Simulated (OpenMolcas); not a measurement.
V2+ (d3) in a complex was computed by SS-CASPT2, IPEA 0.25 Eh, imaginary shift 0.1 Eh with the d shell active (OpenMolcas, ANO-RCC-VTZP on the metal). Its lowest spin-free states, and all those of the highest spin:

```csv
2S+1,Degeneracy,E (cm-1)
4,1,0
4,1,9050
4,1,10270
4,1,10670
2,1,11730
2,1,12080
2,1,12590
2,1,12770
2,1,13160
4,1,14280
4,1,15450
4,1,17140
4,1,25230
4,1,26410
4,1,26760
```

Question: Is the site octahedral, tetrahedral or cube-like, axial, or of lower symmetry?

Answer: The states with 2S+1 = 4 have orbital degeneracies 1, 1, 1, 1, 1, 1, 1, 1, 1, 1. No state of this spin is degenerate, so the site is of lower symmetry, with no axis of order three or more. The run had V2+ with 6 ligands (water, fluoride on the axis) in tetragonal octahedral coordination (D2h) at 2.15 Å, the axial distance 2.101 Å. Ligand basis ANO-RCC-VDZP.

Over all roots computed the reference weight is 0.70 to 0.71; a low but even weight reflects the number of correlated electrons. Ligand-to-metal charge-transfer states are missing. With no ligand orbital active B as a rule stays too high, so bands that hang on it stand too high and its fall with covalency is understated. With one d shell and no ligand orbital active, 10Dq can be off by tens of per cent for divalent 3d ions, low with halides held by bare charges and at times high in hosts. Free-ion shares, where given, are those of the reference states; single-state CASPT2 does not remix them. No measured value stands beside these numbers; the geometry is a model, was not optimised and need not be the one that this ion takes.
